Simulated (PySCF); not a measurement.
**Computed properties of Na(OH) (HNaO), SMILES [Na][OH]**

Na(OH) (HNaO), SMILES [Na][OH]. Geometry optimised at PBE0-D3(BJ)/def2-TZVPD. The isomer is the one that the SMILES or the coordinates give; other isomers of the formula were not compared. The values are those of a single conformer. All values are computed for the isolated molecule unless a solvent is named; none is compared with measurement here.

**Structure.** The optimised structure has C∞v symmetry. All 4 harmonic modes at PBE0-D3(BJ)/def2-TZVPD (PySCF) are real, so it is a minimum.

**Vibrations.** The strongest infrared lines (harmonic, unscaled, degenerate partners summed) lie at 178 cm⁻¹ (124 km/mol, H 87 %, O 12 %), 566 cm⁻¹ (83 km/mol, O 54 %, Na 43 %), 4001 cm⁻¹ (8 km/mol, H 94 %). The softest mode is at 178 cm⁻¹ and the zero-point energy is 7.0 kcal/mol.

**Electronic structure.** M06-2X/def2-TZVPD (PySCF) places the frontier levels at -6.92 and -1.29 eV, a gap of 5.63 eV, and gives a dipole moment of 6.66 D and a mean polarisability of 18.7 bohr³.

**Excitations.** TDA-ωB97X/def2-TZVPD (PySCF) has S1 at 4.01 eV (309 nm, f = 0.067, bright); the most intense of the 10 singlets computed lies at 5.52 eV (f = 0.10). Strengths of degenerate partners are summed. T1 (TDA) is at 3.95 eV, 0.06 eV under S1. No vertical singlet excitation falls in the visible range (under 3.1 eV).

**NMR.** GIAO shifts at KT2/pcSseg-2 (PySCF) (non-relativistic, atoms alike by connectivity averaged): ¹H at -2.3 ppm against TMS.
